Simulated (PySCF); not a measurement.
All values below come from ωB97X-D3(BJ)/def2-TZVP // PBE0-D3(BJ)/def2-SVP (PySCF). All species are isolated molecules in the gas phase. One relaxed conformer stands for a flexible species; it need not be the lowest. Delta-SCF ions had no search for a lower state. 

Reference species (SMILES): `B[C@H]1[C@@H]2[C@@H](C[C@H](C1)C2)S` (neutral, multiplicity 1).

```json
{
  "HOMO–LUMO gap": "10.09 eV",
  "vertical ionisation energy (Delta-SCF)": "9.01 eV"
}
```

Changed species: `B[C@@H]1[C@@H]2CC[C@@H](C2)[C@H]1S`.

Question: Predict the effect on the HOMO–LUMO gap and vertical ionisation energy (Delta-SCF).

Answer: the HOMO–LUMO gap falls by 0.19 eV, to 9.90 eV; the vertical ionisation energy (Delta-SCF) decreases by 0.07 eV, to 8.94 eV.
